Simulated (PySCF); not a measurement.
Working out the ionisation energy of Cd²⁺

Cd²⁺ [Kr] 4d10 (1S) → Cd³⁺ [Kr] 4d9 (2D). Computed with PySCF 2.14 in def2-TZVP with the def2 core potential (28 electrons) (6s4p3d1f, 40 functions), with scalar relativity through the core potential. Frozen: 4s2 4p6. Energies in hartree (1 hartree = 27.21139 eV):

```
             part  Cd²⁺ (lower)  Cd³⁺ (upper)
              UHF   -166.041460   -164.717975
MP2 opposite-spin     -0.162763     -0.128921
    MP2 same-spin     -0.096718     -0.077666
```

Q: What does Hartree-Fock give?

A: (-164.717975) − (-166.041460) = 1.323485 hartree = 36.014 eV.

Q: What do MP2 and SCS-MP2 (6/5 opposite-spin, 1/3 same-spin) give?

A: The opposite-spin parts differ by 0.921 eV and the same-spin parts by 0.518 eV. MP2: 36.014 + (0.921) + (0.518) = 37.453 eV. SCS-MP2: 36.014 + 1.2 × (0.921) + (0.518)/3 = 37.292 eV.

Reference: 37.468 ± 0.006 eV (measured; NIST Atomic Spectra Database, ionization energies), between the lowest levels; spin-orbit coupling is absent from the calculation.

What remains against the reference includes basis incompleteness, the frozen core and correlation beyond second order.
